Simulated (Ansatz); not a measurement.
Relaxation of ClH8NSi2 (12 atoms, charge 0, multiplicity 1), to a largest force component of 0.03 eV/Å in at most 50 steps.

Computed with Ansatz 0.2.0, RHF/def2-SVP.

```xyz
12
Properties=species:S:1:pos:R:3
Si -1.327 0.736 -0.403
Si 1.155 -1.369 0.987
H -1.323 -0.706 -0.147
H -2.616 1.183 -0.955
N -0.092 1.163 -1.493
H 0.815 -0.021 1.375
Cl -1.196 1.686 1.484
H 2.438 -1.763 1.617
H 0.094 -2.310 1.408
H 1.322 -1.447 -0.485
H 0.834 0.788 -1.449
H -0.105 2.060 -1.939
```

Q: Where does it end, and by what steps?

A: It converged. The force dipped under the threshold on the way, but the program's further checks kept it going. After 15 steps the energy has fallen by 0.285 eV; H9 moved furthest, 0.82 Å.

| step | energy less start (eV) | largest force component (eV/Å) | accepted |
| --- | --- | --- | --- |
| 0 | 0.0000 | 0.978 | yes |
| 1 | -0.1815 | 0.238 | yes |
| 2 | -0.2544 | 0.185 | yes |
| 3 | -0.2332 | 0.771 | no |
| 4 | -0.2683 | 0.057 | yes |
| 5 | -0.2767 | 0.048 | yes |
| 6 | -0.2796 | 0.037 | yes |
| 7 | -0.2813 | 0.022 | yes |
| 8 | -0.2819 | 0.017 | yes |
| 9 | -0.2823 | 0.019 | yes |
| 10 | -0.2827 | 0.035 | yes |
| 11 | -0.2833 | 0.036 | yes |
| 12 | -0.2837 | 0.063 | yes |
| 13 | -0.2841 | 0.068 | yes |
| 14 | -0.2845 | 0.044 | yes |
| 15 | -0.2848 | 0.013 | yes |

```xyz
12
Properties=species:S:1:pos:R:3
Si -1.651 1.111 -0.642
Si 1.592 -1.867 1.333
H -1.649 -0.341 -0.405
H -2.941 1.602 -1.149
N -0.426 1.494 -1.766
H 1.129 -0.538 1.793
Cl -1.400 1.999 1.234
H 2.892 -2.191 1.963
H 0.594 -2.900 1.692
H 1.761 -1.841 -0.141
H 0.484 1.079 -1.706
H -0.388 2.394 -2.205
```

Whether the end is a true minimum wasn't checked by a vibrational analysis.

Time of the run: 14 s on 2 threads of Intel(R) Xeon(R) 6975P-C (Granite Rapids) (shared host), peak memory 0.23 GiB.
